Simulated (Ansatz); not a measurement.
Reaction (ligand exchange at the In–O bond): `C[CH2][In]([OH])[F]` + H–F → `C[CH2][In]([F])[F]` + H₂O

Isolated molecules relaxed with PBE0-D4/def2-TZVP in Ansatz; ΔE leaves out vibrations. CBS: MP2 limit from def2 TZ/QZ plus the TZ coupled-cluster correction, frozen cores. This one scheme is used for every species. DFT in def2-TZVPP. def2 core potentials past Kr. For In outer-core shells are correlated without core-valence functions, which leaves a few kJ/mol of doubt a bond. Each species was taken in one conformer, which may not be the lowest.

`C[CH2][In]([OH])[F]`:

Z-matrix (Å, degrees):
```
C
C 1 1.521
H 1 1.092 2 112.1
H 1 1.092 2 112.1 3 120.9
H 1 1.094 2 110.7 3 -119.6
In 2 2.144 1 115.3 3 -60.5
H 2 1.092 1 111.8 3 179.2
H 2 1.092 1 111.8 3 59.9
F 6 1.955 2 119.1 1 -179.6
O 6 1.977 2 134.9 1 0.4
H 10 0.960 6 113.5 2 0.0
```

H–F:

```xyz
2

F     0.108   -0.117    0.431
H    -0.108    0.117   -0.431
```

`C[CH2][In]([F])[F]`:

Cartesian coordinates in Å:
```
C 1.090 -0.785 0.426
C 0.490 0.236 -0.527
In -1.551 0.718 -0.118
F -2.605 -0.028 1.341
F -2.724 1.941 -1.073
H 1.076 -0.439 1.461
H 2.132 -0.983 0.160
H 0.558 -1.738 0.396
H 0.508 -0.109 -1.564
H 1.027 1.187 -0.501
```

H₂O:

Z-matrix (Å, degrees):
```
O
H 1 0.960
H 1 0.960 2 105.1
```

```csv
level,ΔE (kJ/mol)
LDA (SPW92),-34.4
ωB97X-V,-42.6
ωB97M-V,-41.1
LC-ωPBE,-44.4
HF/def2-SVP,-55.3
SCS-MP2/def2-TZVPP,-33.6
CCSD(T)/def2-TZVPP,-33.1
CCSD/CBS(def2),-36.6
```

Task: What does CCSD(T)/CBS give? (Best estimate.)

Result: Ansatz gave: -34.6 kJ/mol. The listed levels differ from it by 0.2, -8.0, -6.5, -9.8, -20.7, 1.0, 1.5, -2.0 kJ/mol.

Largest T1 diagnostic among the species: 0.015.

Leaving LDA and LC-ωPBE aside and taking each functional with its dispersion term where it has one, the values, not all of them listed here, spread over 9.3 kJ/mol, from B97M-V to PBE-QIDH. LDA lies +6.6 kJ/mol from PBE without D4. In def2-TZVPP, CCSD(T) changes the Hartree–Fock value by +16.3 kJ/mol (the triples alone add +2.0 kJ/mol) and MP2 by +19.3 kJ/mol.

CCSD(T)/CBS has its own doubt, a few kJ/mol and more with outer-core shells, so smaller differences from it don't rank the levels.
